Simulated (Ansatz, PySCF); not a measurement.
Molecule: sum formula H₄SiO₃ (charge 0, singlet). 
Coordinates optimised at B3LYP-D3(BJ)/def2-TZVP (Ansatz, a program for electronic structure):
```xyz
8

O      0.4966     1.5128    -0.0600
Si    -0.1600     0.0575     0.2913
O      0.9302    -1.1724     0.3848
O     -1.1860    -0.3739    -0.9101
H      0.8173     1.6628    -0.9537
H     -0.8291     0.2598     1.5841
H      1.5897    -1.1489     1.0823
H     -1.2646    -1.3107    -1.1072
```
Charge 0, spin multiplicity 1.

PBE beside other levels, property by property. Correlated levels leave the core frozen unless marked. Open shells are spin-unrestricted. Spin-orbit coupling is left out. Non-relativistic. Basis-set limits of correlation are two-point, X^-3; Hartree-Fock from the larger set. The bracket is a focal-point correction in the basis named. Rows marked 298 K are enthalpies with B3LYP-D3(BJ) harmonic zero-point and thermal terms. Atomisation energies are electronic, to ground-state atoms; the column to compare with has the core term from cc-pwCVTZ added, other frozen-core levels have none. Vertical energies are electronic, to the SCF solution reached for that spin. Frequencies are from Ansatz or PySCF. Anions need diffuse functions, of which def2-TZVPD holds fewer than the aug- sets. The coupled-cluster column (Ansatz) is a level with limits of its own: (a) RI-MP2/CBS(aug-cc-pV(T+d)Z,aug-cc-pV(Q+d)Z)+[CCSD(T)-MP2]/aug-cc-pV(T+d)Z; (b) CCSD(T)/CBS(aug-cc-pV(T+d)Z,aug-cc-pV(Q+d)Z); (c) CCSD(T)/CBS(cc-pV(T+d)Z,cc-pV(Q+d)Z).

| property | PBE0/def2-TZVPD (Ansatz) | CAM-B3LYP/def2-TZVPD (Ansatz) | B2PLYP-D3(BJ)/def2-TZVPD (Ansatz + dftd3) | coupled cluster |
|---|---|---|---|---|
| proton affinity at O, enthalpy at 298 K, to O[SiH](O)[OH2+] (kcal/mol) | 184.0 | 181.8 | 182.3 | 183.2 (c) |
| atomisation energy (kcal/mol) | 733.8 | 749.4 | 742.1 | 759.9 (b) |
| O-Si bond dissociation enthalpy, 298 K, to O[SiH]O + [OH] (HO) (kcal/mol) | 129.6 | 132.8 | 133.6 | 138.7 (b) |
| deprotonation enthalpy (H-O bond), 298 K, to [O-][SiH](O)O + H+ (kcal/mol) | 353.2 | 350.8 | 350.2 | 352.5 (b) |
| vertical triplet-singlet gap (eV) | 7.63 | 7.95 | 7.95 | 8.11 (a) |

### Question
What does PBE/def2-TZVPD (Ansatz) give for each property, and on which side of coupled cluster does it fall?

### Answer

- proton affinity at O, enthalpy at 298 K, to O[SiH](O)[OH2+]: PBE lies 0.7 kcal/mol below coupled cluster; PBE gives 182.5 kcal/mol.
- atomisation energy: PBE lies 8.0 kcal/mol below coupled cluster; PBE gives 751.9 kcal/mol.
- O-Si bond dissociation enthalpy, 298 K, to O[SiH]O + [OH] (HO): PBE lies 9.0 kcal/mol below coupled cluster; PBE gives 129.7 kcal/mol.
- deprotonation enthalpy (H-O bond), 298 K, to [O-][SiH](O)O + H+: PBE lies 4.9 kcal/mol below coupled cluster; PBE gives 347.6 kcal/mol.
- vertical triplet-singlet gap: PBE lies 1.20 eV below coupled cluster; PBE gives 6.91 eV.
